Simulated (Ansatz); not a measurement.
Input file:

```yaml
crystal:
  periodic: [false, false, false]
  atoms:
    - { symbol: B, position_ang: [0.037324, -0.743547, -0.221246] }
    - { symbol: "N", position_ang: [-0.343308, 0.734504, 2.07546] }
    - { symbol: H, position_ang: [-1.155061, 1.11357, 2.562068] }
    - { symbol: H, position_ang: [0.470358, 0.970951, 2.643471] }
    - { symbol: C, position_ang: [1.427522, -0.055238, -0.54806] }
    - { symbol: H, position_ang: [2.107338, -0.745598, -1.070342] }
    - { symbol: H, position_ang: [1.303641, 0.831028, -1.184691] }
    - { symbol: H, position_ang: [1.9466, 0.274666, 0.36333] }
    - { symbol: C, position_ang: [-1.322464, -0.272077, -0.877968] }
    - { symbol: H, position_ang: [-2.198135, -0.8757, -0.602803] }
    - { symbol: H, position_ang: [-1.524767, 0.769506, -0.589697] }
    - { symbol: H, position_ang: [-1.245485, -0.281503, -1.977221] }
    - { symbol: "N", position_ang: [0.007815, -1.957831, 0.629533] }
    - { symbol: H, position_ang: [-0.877043, -2.435425, 0.744536] }
    - { symbol: C, position_ang: [1.136506, -2.633322, 1.245416] }
    - { symbol: H, position_ang: [1.208111, -3.684833, 0.927915] }
    - { symbol: H, position_ang: [2.063796, -2.13536, 0.950677] }
    - { symbol: H, position_ang: [1.090801, -2.622515, 2.348677] }
    - { symbol: H, position_ang: [-0.426648, -0.298177, 2.106148] }
basis:
  gaussian: { orbitals: "6-31G*" }
hamiltonian:
  xc: b3lyp
  dispersion: d4
relax:
  f_tol: 0.03
  max_steps: 50
```

Command:

```bash
$ ansatz run input.yaml --threads 4 --pin off --max-ram 5120MiB --backend cpu --events-out ev --progress --plain --runs-dir out
```

Hardware: 4 threads of Arm Neoverse V2 (shared host).

Problem. Roughly how long does this run take, and how much memory?

Solution. 20 s, with a peak of 0.3 GiB, for 10 ionic steps.
